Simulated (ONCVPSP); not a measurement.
**What the settings do to the ONCV potential of rhenium (Re)**

Base potential:

```
Element                 : Re (Z = 75)
Generator               : ONCVPSP 4.0.1
Type                    : optimised norm-conserving Vanderbilt (ONCV)
Functional              : PBE
Relativity              : scalar-relativistic
Frozen core             : [Kr] 4d10
Valence charge          : 29
Reference configuration : 4f13 5s2 5p6 5d6 6s2
Partial waves           : 5s+6s: rc 1.95 bohr, ncon 4, nbas 9, qcut 7.2 1/bohr, 2 projectors; 5p: rc 1.60 bohr, ncon 4, nbas 9, qcut 8.2 1/bohr, 2 projectors, debl 3.4 Ha; 5d: rc 2.25 bohr, ncon 3, nbas 7, qcut 8.5 1/bohr, 2 projectors, debl 2.7 Ha; 4f: rc 0.75 bohr, ncon 4, nbas 8, qcut 18.8 1/bohr, local
Local potential         : the f channel
Core correction         : Teter function, fcfact 2.75, rcfact 1.05
```

All-electron outer shells of the reference configuration (PBE, scalar-relativistic, ld1.x):

```
shell  level (eV)  outermost node (bohr)  outermost maximum (bohr)
   4d     -265.66                   0.21                      0.44
   5s      -89.23                   0.52                      0.92
   4f      -51.82                      –                      0.41
   5p      -49.91                   0.56                      1.05
   5d       -6.39                   0.61                      1.38
   6s       -6.02                   1.22                      2.51
```

Cutoffs, loose and tight: the cutoffs (Ha) at which the residual kinetic energy of the hardest occupied pseudo-wave falls to 1 and 0.1 mHa per electron. They do not see the model core or the augmentation charge, which bear on the density cutoff. Test errors are all-electron minus pseudo excitation energies from the reference, over the configurations 4f14 5s2 5p6 5d5 6s2; 4f14 5s2 5p6 5d5 6s1; 4f14 5s2 5p6 5d5 6s0; 4f14 5s2 5p6 5d5 6s1 6p1. A dash means not determined; rows that change the core or the reference have their own tests.

A true bound ghost makes a file unfit for plane-wave use even where its test errors are small: the radial tests pick states by their node count and pass the ghost by.

| change | outcome | cutoff, loose | cutoff, tight | bound ghosts | GHOST(+) flags above zero | largest test error (meV) |
| --- | --- | --- | --- | --- | --- | --- |
| base | generated | 385 Ha | 503 Ha | s, p | s, d | -376 |
| s: nbas 8 | generated | 385 Ha | 503 Ha | s, p | s, d | -378 |
| core correction Teter function, fcfact 3.3, rcfact 1.05 | generated | 385 Ha | 503 Ha | s, p | s, d | -378 |
| d: rc 1.58 | generated | 385 Ha | 503 Ha | s, p, d | s | -503 |
| d: rc 3.14 | generated | 385 Ha | 503 Ha | s, p, d | s | -669 |
| s: qcut 8.5 | generated | 385 Ha | 503 Ha | s, p | s, d | -411 |
| reference 4f13.5 5s2 5p6 5d5.5 6s2 | generated | 354 Ha | 502 Ha | s, p | s, d | -100 |
| d: nproj 3 | generated | 385 Ha | 503 Ha | s, p | s, d | -411 |

(1) What comes out with this change to the base: p: qcut 5.6?

(2) What comes out with this change to the base: s: qcut 7.8; p: qcut 8.9; d: qcut 9.3; f: qcut 20.5?

Results:

(1) outcome: generated; cutoff, loose: 385 Ha; cutoff, tight: 503 Ha; bound ghosts: s, p; GHOST(+) flags above zero: s, d; largest test error (meV): -324.

(2) outcome: generated; cutoff, loose: 203 Ha; cutoff, tight: 442 Ha; bound ghosts: s, p, d; GHOST(+) flags above zero: s; largest test error (meV): -452.
